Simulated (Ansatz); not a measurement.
Geometry optimisation, RHF/def2-SVP (Ansatz).

Input:

```yaml
crystal:
  periodic: [false, false, false]
  atoms:
    - { symbol: Zr, position_ang: [0.062635, 0.02649, -0.05611] }
    - { symbol: Cl, position_ang: [0.309028, 0.09201, 2.42485] }
    - { symbol: F, position_ang: [1.806798, -0.036729, -0.838924] }
    - { symbol: "N", position_ang: [-0.868928, 1.699119, -0.730663] }
    - { symbol: H, position_ang: [-1.725716, 1.738949, -1.256217] }
    - { symbol: H, position_ang: [-0.532919, 2.643098, -0.621427] }
    - { symbol: "N", position_ang: [-0.933627, -1.603807, -0.719989] }
    - { symbol: H, position_ang: [-1.802492, -1.977828, -0.378028] }
    - { symbol: H, position_ang: [-0.574016, -2.240681, -1.413112] }
    - { symbol: H, position_ang: [-2.674723, -0.179485, 1.278481] }
    - { symbol: H, position_ang: [-2.177441, -0.161135, 1.788139] }
basis:
  gaussian: { orbitals: def2-SVP }
hamiltonian:
  xc: hf
relax:
  f_tol: 0.03
  max_steps: 50
```

Run as:

```bash
$ ansatz run input.yaml --threads 2 --pin off --max-ram 3072MiB --backend cpu --events-out ev --progress --plain --runs-dir out
```

**Question.** Where does it end, and by what steps?

**Answer.** It converged. The force dipped under the threshold on the way, but the program's further checks kept it going. After 26 steps the energy has fallen by 0.176 eV; H10 moved furthest, 1.30 Å.

```tsv
step	energy less start (eV)	largest force component (eV/Å)	accepted
0	0.0000	1.150	yes
1	-0.1038	0.470	yes
2	-0.1397	0.139	yes
3	-0.1596	0.120	yes
4	-0.1662	0.230	yes
5	-0.1608	0.552	no
6	-0.1705	0.067	yes
7	-0.1724	0.063	yes
8	-0.1729	0.052	yes
9	-0.1709	0.243	no
10	-0.1732	0.118	yes
11	-0.1732	0.108	yes
12	-0.1731	0.166	no
13	-0.1740	0.041	yes
14	-0.1742	0.078	yes
15	-0.1742	0.077	yes
16	-0.1740	0.223	no
17	-0.1748	0.053	yes
18	-0.1750	0.060	yes
19	-0.1751	0.044	yes
20	-0.1754	0.012	yes
21	-0.1756	0.016	yes
22	-0.1757	0.096	yes
23	-0.1758	0.048	yes
24	-0.1759	0.032	yes
25	-0.1759	0.005	yes
26	-0.1760	0.010	yes
```

```xyz
11
Properties=species:S:1:pos:R:3
Zr 0.301 0.077 -0.199
Cl 0.348 0.237 2.212
F 2.080 -0.103 -0.891
N -0.577 1.745 -0.952
H -1.389 1.779 -1.543
H -0.260 2.689 -0.798
N -0.790 -1.510 -0.821
H -1.692 -1.782 -0.465
H -0.490 -2.207 -1.483
H -3.654 -0.534 2.054
H -2.989 -0.391 2.363
```

Run time: 69 s on 2 threads of Intel(R) Xeon(R) Platinum 8488C (Sapphire Rapids) (shared host), peak memory 0.29 GiB.
